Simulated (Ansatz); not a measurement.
C10H11ClHfO (`[OH][Hf]12345678([Cl])([C@H]9[C@@H]1[C@@H]2[C@@H]3[C@H]94)[C@H]1[C@@H]5[C@@H]6[C@@H]7[C@H]18`), 24 atoms. Charge 0, multiplicity 1. Correlated methods include outer-core shells of Hf, which these sets cover unevenly. Hf takes the def2 core potential. Hardware: A = 11 threads of an AMD EPYC 7R13 on a shared host and a whole NVIDIA H100 80 GB; B = 11 threads of an AMD EPYC 7R13 on a shared host. Correlated methods freeze the cores.

How many basis functions does each run have, and how long does it take in Ansatz? RHF-MP2/def2-QZVPP energy [A]; RKS r2SCAN0-D4/def2-TZVPP energy [A]; RHF-CCSD(T)/def2-TZVPP energy [A]; RKS revPBE-D4/def2-TZVPP energy [A]; RKS ωB97M-V/def2-SVP energy [B]; RKS PBE0-D4/def2-SVP energy [B]; direct RPA on PBE orbitals/def2-TZVPP energy [A]; RKS ωB97M-V/def2-QZVPP energy [A]; RKS PBE0-D4/def2-TZVP relaxation (16 steps) [A]; RKS PBE0-D4/def2-QZVPP energy [A]; RHF-CCSD(T)/def2-SVP energy [A]; RKS BHLYP-D4/def2-TZVPP energy [A]. (An estimate is asked.)

Computed: Other jobs shared the machine, so times are rough.

```csv
level,job,functions,wall time,peak host memory (GiB)
RKS BHLYP-D4/def2-TZVPP,energy [A],593,3.5 s,1.2
RKS PBE0-D4/def2-SVP,energy [B],259,3.9 s,1.7
RKS r2SCAN0-D4/def2-TZVPP,energy [A],593,5.5 s,1.2
RHF-MP2/def2-QZVPP,energy [A],1108,8 s,2
RKS revPBE-D4/def2-TZVPP,energy [A],593,8.5 s,1.2
RKS ωB97M-V/def2-SVP,energy [B],259,10 s,2.1
direct RPA on PBE orbitals/def2-TZVPP,energy [A],593,11 s,4.2
RHF-CCSD(T)/def2-SVP,energy [A],259,11 s,0.86
RKS ωB97M-V/def2-QZVPP,energy [A],1108,15 s,2
RKS PBE0-D4/def2-QZVPP,energy [A],1108,16 s,1.8
RKS PBE0-D4/def2-TZVP,relaxation (16 steps) [A],484,39 s,1.4
RHF-CCSD(T)/def2-TZVPP,energy [A],593,95 s,3.9
```
